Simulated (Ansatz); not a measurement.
CH9NSi3, SMILES `N[Si@@H]1[SiH2][C@H]1[SiH3]` at its PBE0-D4/def2-TZVP geometry, where that method's forces vanish. Total charge 0; spin multiplicity 1.

```csv
atom,x (Å),y (Å),z (Å)
N1,-0.6104,1.6712,-2.0172
Si2,-0.2978,0.2215,-1.1704
Si3,-1.5895,-0.4971,0.5096
C4,0.1847,0.1886,0.6649
Si5,1.5232,-0.9791,1.1740
H6,0.1342,2.2030,-2.4377
H7,-1.4033,2.2468,-1.7909
H8,0.5311,-0.6881,-1.9943
H9,-1.7987,-1.9157,0.8892
H10,-2.6383,0.3879,1.0753
H11,0.2530,1.1511,1.1750
H12,1.3665,-2.2578,0.4253
H13,1.4689,-1.2983,2.6286
H14,2.8764,-0.4340,0.8689
```

**Question.** For each bond, give half the difference of the two atoms' forces along it (eV/Å; positive pushes the atoms apart) under PBE-D4, r2SCAN-D4, B3LYP-D4, ωB97M-V in def2-TZVPP. (An estimate is asked.)

**Answer.** Computed: 
| bond | length (Å) | PBE-D4 | r2SCAN-D4 | B3LYP-D4 | ωB97M-V |
| --- | --- | --- | --- | --- | --- |
| N1–Si2 | 1.708 | 0.06 | 0.01 | 0.08 | 0.13 |
| N1–H6 | 1.007 | 0.20 | 0.02 | -0.01 | -0.04 |
| N1–H7 | 1.006 | 0.19 | 0.01 | -0.01 | -0.03 |
| Si2–Si3 | 2.238 | 0.05 | 0.05 | 0.13 | 0.02 |
| Si2–C4 | 1.898 | 0.03 | 0.04 | 0.08 | -0.04 |
| Si2–H8 | 1.481 | 0.02 | -0.04 | -0.14 | -0.15 |
| Si3–C4 | 1.908 | 0.10 | 0.07 | 0.15 | 0.04 |
| Si3–H9 | 1.483 | 0.04 | -0.03 | -0.10 | -0.11 |
| Si3–H10 | 1.484 | 0.05 | -0.03 | -0.12 | -0.12 |
| C4–Si5 | 1.848 | 0.00 | 0.01 | 0.09 | 0.09 |
| C4–H11 | 1.091 | 0.09 | -0.02 | -0.09 | -0.05 |
| Si5–H12 | 1.490 | 0.07 | -0.02 | -0.06 | -0.09 |
| Si5–H13 | 1.490 | 0.06 | -0.02 | -0.09 | -0.11 |
| Si5–H14 | 1.490 | 0.06 | -0.02 | -0.09 | -0.11 |

B3LYP here is the variant with VWN-RPA as its local correlation; programs differ in this.
